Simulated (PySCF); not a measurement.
A PySCF script (with the pyscf-properties extension) for the NMR shieldings of SMILES C1=CC12[C@H](BN)CC2, C6H10BN, on a GFN2-xTB geometry:

```python
import basis_set_exchange as bse
import numpy as np
from pyscf import gto, dft
from pyscf.prop import nmr

atoms = """
N     2.358465    0.608578    0.589390
B     1.743578   -0.489163    0.018994
C     0.208754   -0.759716    0.326137
C    -0.615017   -1.607972   -0.673658
C    -1.615414   -0.455274   -0.866964
C    -0.779095    0.390636    0.082776
C    -1.232836    1.454958    1.026290
C    -0.511887    1.858263    0.014968
H     1.874479    1.260062    1.185256
H     3.322635    0.856460    0.444016
H     2.378157   -1.191130   -0.675111
H     0.103647   -1.141561    1.347647
H    -1.048627   -2.514619   -0.256182
H    -0.066506   -1.866959   -1.576565
H    -1.682400   -0.071237   -1.885092
H    -2.623987   -0.666257   -0.509807
H    -1.772511    1.686305    1.913294
H    -0.050195    2.654943   -0.517044
"""
names = dict.fromkeys(["N", "B", "C", "H"], "pcSseg-1")
basis = {el: gto.basis.parse(bse.get_basis(n, elements=[el], fmt="nwchem")) for el, n in names.items()}
mol = gto.M(atom=atoms, basis=basis, charge=0, verbose=0)
mf = dft.RKS(mol, xc="PBE0")
mf.grids.level = 2
mf.grids.alignment = dft.numint.BLKSIZE   # the property module wants whole blocks of grid points
mf.conv_tol = 1e-9
mf.kernel()

calc = nmr.RKS(mf)   # GIAO
C = mf.mo_coeff
Co = C[:, mf.mo_occ > 0]
resp = mf.gen_response(singlet=True, hermi=2)
def vind(x):   # induced exchange potential for any number of trial vectors
    d = np.einsum("pi,xij,qj->xpq", C, 2 * x.reshape(-1, C.shape[1], Co.shape[1]), Co, optimize=True)
    return np.einsum("xpq,pi,qj->xij", resp(d - d.transpose(0, 2, 1)), C, Co, optimize=True).ravel()
mo1, _ = nmr.rhf.solve_mo1(calc, with_cphf=vind)
sigma = calc.kernel(mo1)
for i, s in enumerate(sigma):   # ppm
    print("%2d %-2s %9.2f" % (i, mol.atom_pure_symbol(i), np.trace(s) / 3))
```

Question: What are the results?

Answer: 
```
 0 N     153.77
 1 B      57.43
 2 C     149.94
 3 C     168.71
 4 C     150.62
 5 C     159.18
 6 C      49.70
 7 C      52.07
 8 H      28.10
 9 H      27.63
10 H      26.67
11 H      29.59
12 H      29.66
13 H      29.84
14 H      29.65
15 H      29.48
16 H      23.75
17 H      23.80
```

These numbers come from an equivalent density-fitted implementation of the same equations, which agrees with the script to about 0.01 ppm for H and up to a few tenths of a ppm for heavy atoms, so last digits may differ.

Size and cost of the density-fitted run: 186 basis functions, 64 s wall time on 1 thread of an Arm Neoverse N1, shared host; peak memory 0.84 GiB.
